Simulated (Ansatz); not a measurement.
Reaction (formal exchange of groups at the Si–Si bond): `[SiH3][SiH3]` + `BN([SiH3])[SiH2]Cl` → `BN([SiH2][SiH3])[SiH2]Cl` + SiH₄

Calculated with Ansatz (gas phase, PBE0-D4/def2-TZVP geometries, no zero-point term in ΔE). CCSD(T)/CBS is the MP2 limit (def2-TZVPP, def2-QZVPP) plus CCSD(T) − MP2 in def2-TZVPP, frozen cores. This one scheme is used for every species. Functionals use def2-TZVPP. Each species was taken in one conformer, which may not be the lowest.

`[SiH3][SiH3]`:

```xyz
8

Si    0.514    1.012    0.280
Si   -0.515   -1.012   -0.280
H     1.131    0.921    1.631
H     1.578    1.340   -0.707
H    -0.485    2.114    0.286
H    -1.576   -1.341    0.709
H     0.485   -2.113   -0.289
H    -1.134   -0.920   -1.629
```

`BN([SiH3])[SiH2]Cl`:

Cartesian coordinates in Å:
```
B 0.911 -1.232 0.696
N 0.138 -0.234 0.062
Si -1.467 0.092 0.711
Si 0.771 0.676 -1.272
Cl 1.078 2.627 -0.703
H 2.022 -1.469 0.317
H 0.436 -1.840 1.617
H -2.117 1.086 -0.181
H -1.365 0.645 2.082
H -2.258 -1.161 0.733
H -0.213 0.712 -2.375
H 2.064 0.098 -1.686
```

`BN([SiH2][SiH3])[SiH2]Cl`:

```xyz
15

B    -1.779    0.824   -0.174
N    -0.853   -0.235   -0.288
Si    0.743    0.106   -0.975
Si    2.070    1.290    0.545
Si   -1.240   -1.828    0.276
Cl    0.038   -2.338    1.805
H    -1.473    1.914   -0.576
H    -2.855    0.634    0.315
H     1.365   -1.210   -1.291
H     0.564    0.863   -2.240
H     3.378    1.622   -0.083
H     1.385    2.553    0.929
H     2.304    0.473    1.763
H    -1.022   -2.823   -0.796
H    -2.623   -1.845    0.792
```

SiH₄:

Z-matrix (Å, degrees):
```
Si
H 1 1.485
H 1 1.485 2 109.5
H 1 1.485 2 109.5 3 -120.0
H 1 1.485 2 109.5 3 120.0
```

(1) Is it downhill or uphill in electronic energy at CCSD(T)/CBS, and by how much? (Best estimate.)

(2) What do these levels give: PBE0-D4, B2PLYP, PBE, r2SCAN, HF/def2-QZVPP, MP2/CBS(def2)? (Best estimate.)

Largest T1 diagnostic among the species: 0.013.

Results:

(1) Computed: Nearly level: ΔE = +0.4 kcal/mol.

(2) Ansatz gave: PBE0-D4 0.1, B2PLYP 1.0, PBE 1.1, r2SCAN 0.9, HF/def2-QZVPP 2.1, MP2/CBS(def2) 0.3 kcal/mol.

The D4 term adds −1.8 kcal/mol with B3LYP and −1.1 kcal/mol with PBE0; it sums over pairs of atoms, weighted by their polarisabilities, and B3LYP, whose exchange is more repulsive, gets the larger term. In def2-TZVPP, CCSD(T) changes the Hartree–Fock value by −1.8 kcal/mol (the triples alone add −0.4 kcal/mol) and MP2 by −1.9 kcal/mol.

B3LYP here is the variant with VWN-RPA as its local correlation; programs differ in this.
